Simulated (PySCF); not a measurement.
Species: C6H13O (doublet state).
Z-matrix (Å and degrees, GFN2-xTB geometry), rows numbered from 1:
```
C 
C   1  1.4848
C   2  1.4853  1  118.79
C   2  1.4840  1  121.37  3   175.56
C   4  1.5445  2  113.12  1  -106.22
C   5  1.5270  4  111.75  2    62.25
O   6  1.4092  5  112.72  4  -177.37
H   1  1.0922  2  111.04  3   -39.40
H   1  1.0879  2  111.35  3  -160.87
H   1  1.0973  2  111.24  3    79.09
H   3  1.0887  2  111.09  1  -158.23
H   3  1.0974  2  111.65  1    81.80
H   3  1.0905  2  110.80  1   -37.09
H   4  1.0966  2  109.97  1   134.32
H   4  1.0922  2  110.05  1    15.46
H   5  1.0911  4  109.53  2   -58.51
H   5  1.0943  4  109.14  2  -176.70
H   6  1.0918  5  110.02  4   -60.01
H   6  1.1010  5  109.80  4    59.19
H   7  0.9639  6  108.67  5   -57.11
```

The hyperfine couplings belong to this conformer and change with its torsions.

As a line formula: `C[C](C)CCCO` [radical].

Computed with UKS B3LYP, pcH-1 on C H O, non-relativistic, mean-field spin-orbit, GIAO in PySCF. Isolated species at its GFN2-xTB geometry (one conformer only). The geometry wasn't refined by DFT: couplings that depend on bond lengths, twists or pyramidal angles can differ widely from those at the functional's own minimum. Stability of the SCF solution: not tested.

(1) Give the principal g shifts and their parts.

(2) How much does each term add to the isotropic shift?

(3) At 9.691 GHz, how far is the centre of the isotropic spectrum from where a free electron (g = 2.002319) resonates?

(4) In a frozen sample, at which fields do the three g values resonate at 9.5, 34, 94 and 263 GHz (hyperfine left aside), and which band first spreads them over more than twice a line width of 1.0 mT?

Results:

(1) 
```csv
Δg (ppm),1,2,3
relativistic mass correction,-144,-144,-144
gauge correction,-2,34,28
orbital Zeeman/spin–orbit,-11,673,696
total,-157,563,580
```

So g = 2.00216, 2.00288, 2.00290 and g_iso = 2.00265; the tensor is close to axial: the two nearest values differ by 2 % of g3 − g1. 

(2) The orbital-Zeeman/spin–orbit term 453, the mass correction -144 and the gauge correction 20 ppm, for a total of 329 ppm. The orbital-Zeeman/spin–orbit term is the largest in size. The mass correction is the same along every axis, so the anisotropy comes from the other two: their spans along these axes are 37 (gauge) and 707 ppm (orbital Zeeman/spin–orbit).

(3) B = hν/(g μB) with μB/h = 13.99624 MHz/mT gives 345.80 mT for the free electron and 345.74 mT at g_iso, 0.06 mT lower.

(4) 
```tsv
band	GHz	B(g3) mT	B(g2) mT	B(g1) mT	spread mT
X	9.5	338.89	338.89	339.01	0.12
Q	34.0	1212.85	1212.86	1213.30	0.45
W	94.0	3353.18	3353.21	3354.42	1.24
J	263.0	9381.78	9381.86	9385.23	3.46
```

The spread grows in proportion to the frequency. J band is the first where it exceeds 2.0 mT.

The largest Mulliken spin populations are on C2 (+0.97), C1 (-0.08), C3 (-0.08) and C4 (-0.08). C2 is the only atom above +0.15. The positive populations add up to 1.25 and the negative ones to -0.25, together 2S = 1. The angles at C2 add up to 359.9°, so it is planar.

The HOMO–LUMO gaps are 5.62 eV among the α and 6.37 eV among the β orbitals.
